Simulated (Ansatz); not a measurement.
Born–Oppenheimer molecular dynamics of Cl3FH3OSTa (10 atoms, charge 0, multiplicity 1). It starts at the highest image of a converged band, a first-order saddle point between two minima.

Computed with Ansatz 0.2.0, RKS PBE/def2-SVP.

```
ensemble                      : NVE (velocity Verlet)
time step                     : 0.5 fs
steps asked                   : 200
starting velocities drawn for : 100 K
seed                          : 7910
```

Frames 5 fs apart, positions in Å, forces in eV/Å.

Velocities at 30 fs (Å/ps):

```
Ta 0.52 -0.94 0.36
F -8.60 1.32 -0.15
Cl 0.23 -0.73 0.58
Cl 0.99 0.15 -0.59
Cl -2.10 -0.22 -0.63
O -1.63 2.53 -1.22
H -2.89 -0.31 -2.67
S 3.23 3.89 -0.86
H 0.38 -7.34 6.26
H 24.96 16.26 4.09
```

```xyz
10
Properties=species:S:1:pos:R:3:forces:R:3 time_fs=30 energy_less_start_eV=-0.102 T=198
Ta -0.367 0.430 0.368 1.32 -1.20 0.12
F 1.432 -0.607 0.582 -0.65 0.03 -0.10
Cl -0.528 0.273 2.705 -0.05 0.27 0.26
Cl 0.374 0.940 -1.787 0.08 0.30 -0.42
Cl -2.337 1.578 0.132 -0.37 0.33 0.01
O -0.918 -1.305 -0.034 -0.47 -0.26 -0.08
H -0.278 -2.041 -0.066 0.05 -0.13 0.00
S 1.725 2.096 0.825 0.17 0.35 -0.19
H 1.669 2.077 2.172 0.01 0.06 0.48
H 2.240 0.783 0.790 -0.08 0.26 -0.07
10
Properties=species:S:1:pos:R:3:forces:R:3 time_fs=35 energy_less_start_eV=-0.169 T=263
Ta -0.364 0.424 0.370 1.34 -1.07 0.03
F 1.385 -0.600 0.581 -0.53 0.03 -0.07
Cl -0.527 0.270 2.709 -0.07 0.31 0.28
Cl 0.379 0.942 -1.792 0.05 0.32 -0.36
Cl -2.348 1.578 0.129 -0.22 0.26 0.03
O -0.930 -1.296 -0.041 -0.58 -0.61 -0.17
H -0.298 -2.043 -0.079 -0.07 0.05 0.01
S 1.742 2.116 0.822 -0.06 0.61 0.93
H 1.674 2.052 2.212 0.05 0.17 -0.55
H 2.357 0.892 0.799 0.10 -0.06 -0.14
10
Properties=species:S:1:pos:R:3:forces:R:3 time_fs=40 energy_less_start_eV=-0.252 T=344
Ta -0.358 0.418 0.372 0.89 -0.89 -0.16
F 1.332 -0.593 0.579 -0.06 -0.10 0.00
Cl -0.527 0.270 2.715 -0.07 0.34 0.24
Cl 0.385 0.946 -1.798 0.00 0.30 -0.24
Cl -2.361 1.580 0.126 -0.01 0.16 0.07
O -0.951 -1.294 -0.051 -0.77 -0.46 -0.17
H -0.327 -2.046 -0.089 -0.01 -0.04 0.01
S 1.758 2.142 0.824 -0.07 0.60 -0.08
H 1.689 2.064 2.171 0.04 0.10 0.44
H 2.493 0.996 0.776 0.06 -0.02 -0.09
10
Properties=species:S:1:pos:R:3:forces:R:3 time_fs=45 energy_less_start_eV=-0.298 T=388
Ta -0.352 0.409 0.373 -0.01 -0.65 -0.41
F 1.278 -0.588 0.577 0.74 -0.44 0.10
Cl -0.527 0.271 2.722 -0.07 0.36 0.16
Cl 0.390 0.952 -1.807 -0.04 0.27 -0.08
Cl -2.374 1.583 0.124 0.21 0.05 0.10
O -0.982 -1.300 -0.063 -0.72 -0.13 -0.11
H -0.361 -2.053 -0.097 -0.02 -0.04 0.00
S 1.774 2.171 0.826 0.04 0.29 0.26
H 1.715 2.099 2.194 0.13 0.02 -0.07
H 2.636 1.102 0.735 -0.26 0.27 0.05
10
Properties=species:S:1:pos:R:3:forces:R:3 time_fs=50 energy_less_start_eV=-0.284 T=374
Ta -0.346 0.401 0.374 -1.12 -0.39 -0.67
F 1.234 -0.588 0.576 1.59 -0.88 0.20
Cl -0.527 0.276 2.731 -0.06 0.37 0.04
Cl 0.396 0.960 -1.816 -0.07 0.23 0.11
Cl -2.386 1.586 0.122 0.42 -0.06 0.13
O -1.025 -1.308 -0.076 -0.44 0.19 0.01
H -0.405 -2.066 -0.104 -0.12 0.07 0.00
S 1.790 2.204 0.831 -0.47 0.77 0.50
H 1.769 2.139 2.210 0.14 -0.02 -0.35
H 2.737 1.251 0.701 0.12 -0.28 0.04
10
Properties=species:S:1:pos:R:3:forces:R:3 time_fs=55 energy_less_start_eV=-0.261 T=353
Ta -0.341 0.391 0.375 -1.90 -0.24 -0.85
F 1.209 -0.599 0.577 2.01 -1.15 0.23
Cl -0.528 0.282 2.739 -0.03 0.37 -0.12
Cl 0.401 0.969 -1.824 -0.10 0.17 0.31
Cl -2.395 1.588 0.121 0.61 -0.15 0.15
O -1.074 -1.313 -0.090 -0.29 0.76 0.14
H -0.466 -2.075 -0.111 0.02 -0.11 -0.01
S 1.802 2.241 0.838 -0.05 0.33 -0.46
H 1.857 2.175 2.178 0.08 -0.04 0.58
H 2.841 1.358 0.677 -0.33 0.06 0.02
10
Properties=species:S:1:pos:R:3:forces:R:3 time_fs=60 energy_less_start_eV=-0.293 T=383
Ta -0.338 0.381 0.374 -1.89 -0.38 -0.83
F 1.210 -0.624 0.581 1.63 -0.95 0.15
Cl -0.529 0.291 2.747 0.00 0.35 -0.29
Cl 0.405 0.980 -1.830 -0.12 0.11 0.49
Cl -2.400 1.590 0.121 0.76 -0.22 0.17
O -1.127 -1.307 -0.101 0.17 0.73 0.24
H -0.538 -2.092 -0.120 -0.16 0.14 0.00
S 1.815 2.281 0.843 -0.17 0.34 0.73
H 1.960 2.205 2.224 -0.12 0.05 -0.55
H 2.885 1.463 0.656 -0.10 -0.17 -0.11
10
Properties=species:S:1:pos:R:3:forces:R:3 time_fs=65 energy_less_start_eV=-0.361 T=450
Ta -0.338 0.371 0.372 -1.25 -0.67 -0.68
F 1.230 -0.661 0.587 0.69 -0.39 0.01
Cl -0.530 0.303 2.753 0.03 0.32 -0.45
Cl 0.408 0.991 -1.833 -0.14 0.04 0.64
Cl -2.399 1.590 0.122 0.88 -0.25 0.18
O -1.179 -1.289 -0.109 0.18 0.98 0.29
H -0.631 -2.096 -0.129 0.04 -0.11 -0.01
S 1.825 2.324 0.852 -0.32 0.29 -0.11
H 2.040 2.243 2.188 -0.07 -0.01 0.28
H 2.901 1.533 0.609 -0.04 -0.20 -0.15
10
Properties=species:S:1:pos:R:3:forces:R:3 time_fs=70 energy_less_start_eV=-0.401 T=487
Ta -0.340 0.360 0.369 -0.40 -0.78 -0.41
F 1.259 -0.703 0.594 -0.28 0.23 -0.14
Cl -0.531 0.317 2.756 0.06 0.28 -0.57
Cl 0.410 1.002 -1.831 -0.14 -0.01 0.73
Cl -2.393 1.589 0.125 0.91 -0.23 0.19
O -1.227 -1.259 -0.113 0.40 0.41 0.24
H -0.728 -2.105 -0.139 -0.11 0.16 0.00
S 1.834 2.368 0.862 -0.05 -0.06 -0.17
H 2.102 2.280 2.193 -0.05 -0.07 0.09
H 2.898 1.562 0.532 -0.34 0.09 0.05
10
Properties=species:S:1:pos:R:3:forces:R:3 time_fs=75 energy_less_start_eV=-0.388 T=475
Ta -0.342 0.347 0.365 0.35 -0.57 -0.11
F 1.284 -0.742 0.598 -0.97 0.67 -0.25
Cl -0.532 0.333 2.755 0.09 0.23 -0.63
Cl 0.412 1.014 -1.825 -0.12 -0.06 0.75
Cl -2.380 1.586 0.129 0.87 -0.15 0.18
O -1.270 -1.221 -0.113 0.18 0.10 0.13
H -0.840 -2.097 -0.150 0.03 -0.08 -0.01
S 1.842 2.413 0.870 -0.52 0.20 0.40
H 2.150 2.299 2.215 -0.10 -0.10 -0.48
H 2.837 1.597 0.462 0.19 -0.24 0.02
10
Properties=species:S:1:pos:R:3:forces:R:3 time_fs=80 energy_less_start_eV=-0.357 T=446
Ta -0.344 0.335 0.362 0.92 -0.16 0.16
F 1.298 -0.772 0.599 -1.31 0.90 -0.30
Cl -0.531 0.350 2.749 0.12 0.18 -0.61
Cl 0.412 1.025 -1.813 -0.10 -0.09 0.69
Cl -2.362 1.581 0.134 0.74 0.00 0.17
O -1.310 -1.182 -0.111 0.05 -0.66 -0.03
H -0.952 -2.093 -0.163 -0.03 0.05 0.00
S 1.846 2.459 0.880 -0.40 -0.12 -0.84
H 2.184 2.291 2.166 0.16 -0.22 0.58
H 2.797 1.593 0.402 -0.14 0.13 0.20
10
Properties=species:S:1:pos:R:3:forces:R:3 time_fs=85 energy_less_start_eV=-0.347 T=436
Ta -0.345 0.321 0.359 1.16 0.16 0.35
F 1.295 -0.792 0.597 -1.34 0.93 -0.31
Cl -0.530 0.368 2.740 0.14 0.12 -0.54
Cl 0.412 1.035 -1.797 -0.04 -0.10 0.57
Cl -2.339 1.577 0.140 0.53 0.19 0.14
O -1.349 -1.153 -0.110 -0.13 -1.03 -0.14
H -1.068 -2.087 -0.177 0.01 -0.03 -0.01
S 1.848 2.503 0.885 -0.17 -0.31 0.42
H 2.238 2.241 2.190 -0.22 0.05 -0.50
H 2.740 1.607 0.380 0.06 0.01 0.01
```

Of the whole run (100 fs, mean temperature of the second half 436 K): The conserved energy stayed within 0.014 meV per atom of its start (net change 0.0055 meV per atom), so the integration is sound. The kinetic energy rose, since the run started high on the potential surface and went downhill. A run of 0.1 ps of so small a system gives no equilibrium averages. The orbitals stay closed-shell, which can raise the energy where a bond breaks towards radicals; this wasn't checked here.

Time of the run: 8.7 min on 4 threads of Arm Neoverse V1, on a shared host, peak memory 0.25 GiB.
